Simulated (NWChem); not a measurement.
System meant: C$_{2}$H$_{2}$BrI; SMILES C=C(Br)I

Input file for NWChem:

```
start job
memory heap 200 mb stack 900 mb global 1100 mb
geometry units angstroms noautoz
  C     -2.106165     0.557550     0.000000
  C     -0.779676     0.444940     0.000000
  Br     0.349428     1.947320     0.000000
  I      0.183368    -1.421648     0.000000
  H     -2.744051    -0.328730     0.000000
  H     -2.578302     1.543348     0.000000
end
basis spherical
  C library def2-svp
  Br library def2-svp
  I library def2-svp
  H library def2-svp
end
ecp
  I library def2-ecp
end
dft
  odft
  mult 2
  xc pbe0
  iterations 150
  mulliken
end
task dft energy
```

End of the output:

```
 Summary of "ao basis" -> "" (spherical)
 ------------------------------------------------------------------------------
       Tag                 Description            Shells   Functions and Types
 ---------------- ------------------------------  ------  ---------------------
 C                          def2-svp                 6       14   3s2p1d
 Br                         def2-svp                12       32   5s4p3d
 I                          def2-svp                10       26   4s4p2d
 H                          def2-svp                 3        5   2s1p

                                 NWChem DFT Module
                                 -----------------

 Summary of "ao basis" -> "ao basis" (spherical)
 ------------------------------------------------------------------------------
       Tag                 Description            Shells   Functions and Types
 ---------------- ------------------------------  ------  ---------------------
 C                          def2-svp                 6       14   3s2p1d
 Br                         def2-svp                12       32   5s4p3d
 I                          def2-svp                10       26   4s4p2d
 H                          def2-svp                 3        5   2s1p

      Symmetry analysis of basis
      --------------------------

        a'         68
        a"         28

  number of electrons :                   74
  multiplicity        :                    2
 ------------------------------------------------------------------------
  no. of electrons and multiplicity not compatible                  74
 ------------------------------------------------------------------------
 ------------------------------------------------------------------------
  current input line :
    27: task dft energy
 ------------------------------------------------------------------------
 ------------------------------------------------------------------------
 There is an error in the input file
 ------------------------------------------------------------------------
 For more information see the NWChem manual at https://nwchemgit.github.io

0: no. of electrons and multiplicity not compatible:Received an Error in Communication
```

What is wrong, and how is it mended?

The input was rejected before any calculation. Cause: the multiplicity doesn't fit the number of electrons (an even count wants an odd multiplicity, and the reverse). This input runs:
```
start job
memory heap 200 mb stack 900 mb global 1100 mb
geometry units angstroms noautoz
  C     -2.106165     0.557550     0.000000
  C     -0.779676     0.444940     0.000000
  Br     0.349428     1.947320     0.000000
  I      0.183368    -1.421648     0.000000
  H     -2.744051    -0.328730     0.000000
  H     -2.578302     1.543348     0.000000
end
basis spherical
  * library def2-svp
end
ecp
  I library def2-ecp
end
dft
  xc pbe0
  iterations 150
  mulliken
end
task dft energy
```
It converges to -2948.48536 Ha (PBE0/def2-SVP with def2 effective core potentials on I).
